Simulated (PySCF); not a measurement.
Species: C5H9ClO2Si2.
Numbering: `[Cl:1][CH2:2][SiH2:3][O:4][SiH2:5][c:6]1[cH:7][cH:8][cH:9][o:10]1`

Geometry (GFN2-xTB, Å), atoms numbered from 1 in this order:
```xyz
19
C5H9ClO2Si2 angstrom
Cl     1.2124    0.9278   -1.7748
C      2.1241    0.9325   -0.2399
Si     2.5593   -0.8627    0.2547
O      1.2070   -1.7208    0.4571
Si    -0.3901   -2.0123    0.2999
C     -1.3058   -0.3786    0.2250
C     -2.3333    0.0868   -0.5526
C     -2.5737    1.4223   -0.1624
C     -1.6775    1.6811    0.8293
O     -0.9151    0.6074    1.0718
H      3.0014    1.5525   -0.4036
H      1.4869    1.4225    0.4928
H      3.3115   -1.4911   -0.8255
H      3.2179   -0.8395    1.5582
H     -0.7084   -2.7723    1.5076
H     -0.5873   -2.7388   -0.9511
H     -2.8456   -0.4650   -1.3142
H     -3.3019    2.0967   -0.5649
H     -1.4915    2.5609    1.4149
```

Probes without a nucleus sit at each ring's centroid and 1 Å off its mean plane on both sides; NICS is minus the shielding there, NICSzz its component along the normal. Level: GIAO PBE0/pcSseg-1 (PySCF, non-relativistic, gas phase) on the GFN2-xTB geometry, one conformer.

Ring bond lengths (Å), with Mayer bond orders in brackets: C6–C7 1.370 (1.56), C7–C8 1.412 (1.28), C8–C9 1.361 (1.58), C9–O10 1.339 (1.09), O10–C6 1.357 (1.00).

Task: Give the NICS values of each ring in ppm.

Result: 
```
           ring                                               type  NICS(0)  NICS(1), two faces  NICS(1)zz, two faces  rms pucker (Å)  centre to ring atoms, mean (Å)
C6–C7–C8–C9–O10  5-membered ring with O; formal bonds all aromatic    -12.1       -10.8 / -10.8         -29.0 / -30.7            0.00                            1.16
```

Task: What do they say, and how far can they be read as aromaticity?

Result: 
- C6–C7–C8–C9–O10: mean NICS(1)zz -29.9 ppm, shielded. For a flat ring without four-coordinate atoms the NICS criterion counts such a value as aromatic.

Task: And the bond-length index? HOMA = 1 − mean of α(R − Ropt)² over the ring bonds, with Krygowski's 1993 parameters (CC: Ropt 1.388 Å, α 257.7 Å⁻²; CO: Ropt 1.265 Å, α 157.38 Å⁻²).

Result: 
- C6–C7–C8–C9–O10: HOMA 0.48; the largest term is that of O10–C6, α(R − Ropt)² = 1.34.

Task: What is the mean of the two in-plane components of NICS at the second NICS(1) probe listed for ring C6–C7–C8–C9–O10, 1 Å off the ring?

Result: The isotropic value is a third of the trace: (3 × -10.8 − (-30.7))/2 = -0.9 ppm.

Task: How shielded are the nuclei of the rings and their hydrogens (means over atoms taken as equivalent)?

Result: 
| atoms | environment | σ isotropic (ppm) | principal values of the symmetric part, first atom (ppm) |
| --- | --- | --- | --- |
| C6 | substituted aromatic carbon | 28.2 | -51.8, 24.7, 111.8 |
| C7 | aromatic CH carbon | 57.5 | -42.1, 54.4, 160.3 |
| C8 | aromatic CH carbon | 69.1 | -20.0, 63.5, 163.8 |
| C9 | aromatic CH next to a ring oxygen | 34.5 | -45.9, 40.3, 109.0 |
| O10 | furan-type oxygen | 21.2 | -126.9, -75.9, 266.6 |
| H17 | aromatic hydrogen | 24.61 | 22.8, 24.0, 27.0 |
| H18 | aromatic hydrogen | 24.91 | 23.0, 25.3, 26.5 |
| H19 | aromatic hydrogen | 23.85 | 21.3, 24.2, 26.0 |
